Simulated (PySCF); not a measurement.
# Multinuclear NMR of C$_{4}$H$_{12}$BN

Mapped SMILES: `[CH2:1]=[C:2]([CH3:3])[B@@H-:4]([CH3:5])[NH3+:6]`. Each H is labelled by its parent atom. Ha(C1) is cis to C3; Hb(C1) is trans to C3.

Equivalent nuclei averaged, in vacuum, one computed conformer, non-relativistic Hamiltonian. PBE0-D3(BJ)/def2-SVP structure; J couplings at B3LYP/pcJ-1 (spin–dipole term only in couplings to heteroatoms); PBE0/pcSseg-1 with gauge-including orbitals; PySCF 2.14.0 with density-fitted response routines.

Predict the 15N NMR data.

Answers


```json
{"atoms": "N6", "environment": "donor nitrogen of a Lewis adduct", "σ (ppm)": "212.1", "δ (ppm)": "-344.6"}
```

Shieldings were converted by a linear fit to measured shifts: 15N: δ = -150.45 − 0.916σ (rms 7.2 ppm, 79 shifts vs CH3NO2, solution or neat liquid). A few per cent of atoms miss by over 2 rms, more outside the fitted compound classes. Couplings are scaled by factors fitted to measured values: 2J(H,H) × 0.91 (rms 0.6 Hz); all others are unscaled and can be 10–30 % off.

Couplings (the largest are listed; each averaged over equivalent pairs): 1J(B4,N6) = -3.0 Hz, 2J(N6,H(B4)) = -5.1 Hz, 2J(C5,N6) = -1.8 Hz, 2J(C2,N6) = -1.1 Hz, 3J(N6,H(C5)) = -3.8 Hz, 3J(C1,N6) = -2.0 Hz, 3J(C3,N6) = -1.4 Hz. Signs are for 15N, whose magnetogyric ratio is negative.

On a 300 MHz spectrometer 15N resonates near 30.4 MHz, so 1 ppm is 30.4 Hz.
